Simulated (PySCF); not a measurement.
**Heteronuclear NMR**

Cartesian coordinates in Å; atom numbers follow the order of the lines, from 1:
```xyz
9

N     2.643    0.182   -0.032
C     1.512    0.377   -0.048
C     0.085    0.641   -0.069
C    -0.748   -0.623    0.062
F    -0.511   -1.251    1.211
F    -2.044   -0.302    0.028
F    -0.510   -1.475   -0.933
H    -0.180    1.306    0.755
H    -0.188    1.130   -1.007
```

One computed conformer, no relativistic terms, equivalent nuclei averaged, no solvent. B97-2/pcSseg-2 with gauge-including orbitals; geometry from PBE0-D3(BJ)/def2-TZVP; PySCF.

Task: Where does 19F resonate?

Result: 
| atoms | environment | σ (ppm) | δ (ppm) |
| --- | --- | --- | --- |
| F5/F6/F7 | fluorine of a CF3 group | 253.0 | -67.2 |

Shieldings were converted by a linear fit to measured shifts: 19F: δ = 163.32 − 0.949σ +9.6 on sp3 carbon (rms 4.2 ppm, 161 shifts, 5.7 ppm with the 8 outliers that the fit left out vs CFCl3, solution or neat liquid). A few per cent of atoms miss by over 2 rms, more outside the fitted compound classes.

On a 600 MHz spectrometer 19F resonates near 564.6 MHz, so 1 ppm is 564.6 Hz.

Task: Where does 15N resonate?

Result: 
| atoms | environment | σ (ppm) | δ (ppm) |
| --- | --- | --- | --- |
| N1 | nitrile nitrogen | -41.2 | -111.8 |

Shieldings were converted by a linear fit to measured shifts: 15N: δ = -149.73 − 0.920σ (rms 6.4 ppm, 44 shifts vs CH3NO2, solution or neat liquid). A few per cent of atoms miss by over 2 rms, more outside the fitted compound classes.

On a 600 MHz spectrometer 15N resonates near 60.8 MHz, so 1 ppm is 60.8 Hz.
